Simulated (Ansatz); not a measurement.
Molecule: sum formula H$_{5}$SiN$_{2}$O$_{2}$, net charge 0, doublet state. It need not be the lowest isomer of its formula. SMILES: N[Si](N)([O])O
Geometry from a B3LYP-D3(BJ)/def2-TZVP (Ansatz, an electronic-structure program) optimisation:
```xyz
10

N     -0.9223    -1.3467     0.5034
Si     0.0324    -0.0512    -0.0345
N     -0.5945     1.5363     0.2359
O      0.0670    -0.0459    -1.6552
O      1.4458    -0.0205     0.7991
H     -0.8846    -1.7230     1.4354
H     -1.6514    -1.7478    -0.0612
H     -1.5094     1.7870    -0.1073
H      0.0303     2.3294     0.2566
H      2.0763    -0.7247     0.6328
```
Charge 0, spin multiplicity 2.

Wanted: atomisation energy (electronic, to ground-state atoms), in eV. Valence correlation only, unless marked. Open shells are spin-unrestricted. Spin-orbit coupling is left out. No relativistic terms. The coupled-cluster limit lacks core correlation, which all-electron functionals hold. CBS marks a two-point X^-3 extrapolation of the correlation energy; Hartree-Fock from the larger set. [CCSD(T)-MP2]/basis is that difference in the basis named.

| level | program | atomisation energy (eV) | minus last row |
|---|---|---|---|
| HF/STO-3G | Ansatz | 23.61 | -14.78 |
| SVWN5/def2-TZVPD | Ansatz | 44.75 | 6.36 |
| BLYP-D3(BJ)/def2-TZVPD | Ansatz + dftd3 | 38.90 | 0.51 |
| revPBE-D4/def2-TZVPD | Ansatz + dftd4 | 38.22 | -0.17 |
| B3LYP/def2-TZVPD | Ansatz | 38.16 | -0.23 |
| PBE0/def2-SVP | Ansatz | 37.17 | -1.22 |
| PBE0-D3(BJ)/def2-TZVPD | Ansatz + dftd3 | 38.04 | -0.35 |
| BHLYP/def2-TZVPD | Ansatz | 36.54 | -1.85 |
| r2SCAN0-D4/def2-TZVPD | Ansatz + dftd4 | 37.33 | -1.06 |
| HSE06-D4/def2-TZVPD | Ansatz + dftd4 | 38.08 | -0.31 |
| CAM-B3LYP-D3(BJ)/def2-TZVPD | Ansatz + dftd3 | 38.64 | 0.25 |
| LC-wPBE/def2-TZVPD | Ansatz | 38.02 | -0.37 |
| RPA@PBE/cc-pV(T+d)Z | Ansatz | 35.66 | -2.73 |
| MP2/STO-3G | Ansatz | 27.72 | -10.67 |
| RI-MP2/cc-pV(Q+d)Z | Ansatz | 38.47 | 0.08 |
| SCS-MP2/cc-pV(T+d)Z | Ansatz | 37.50 | -0.89 |
| CCSD/STO-3G | Ansatz | 28.73 | -9.66 |
| CCSD(T)/cc-pV(D+d)Z | Ansatz | 33.49 | -4.90 |
| CCSD(T)/cc-pV(T+d)Z | Ansatz | 36.87 | -1.52 |
| RI-MP2/CBS(cc-pV(T+d)Z,cc-pV(Q+d)Z)+[CCSD(T)-MP2]/cc-pV(T+d)Z | Ansatz | 38.39 | 0.00 |
| CCSD(T)/CBS(cc-pV(T+d)Z,cc-pV(Q+d)Z) | Ansatz | 38.39 | 0.00 |
